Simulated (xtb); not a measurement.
Ti(F)3(Me) (CH3F3Ti), SMILES [CH3][Ti]([F])([F])[F], multiplicity 1. All values are semi-empirical tight-binding results from xtb (GFN2-xTB unless named), good for trends rather than for accurate numbers. Geometry optimised at GFN2-xTB. The spin state was assumed, not searched. The structure was generated by enumeration; whether it is a known compound was not checked.

For metal compounds this method's bond lengths and energies can be far off.

Computed properties:
```
Item                                           Value
-------------------------------------  -------------
point group as xtb finds it                       C3
orbital gap                                  3.19 eV
zero-point energy                      24.7 kcal/mol
G − E(el) at 298.15 K (modified RRHO)   5.2 kcal/mol
```
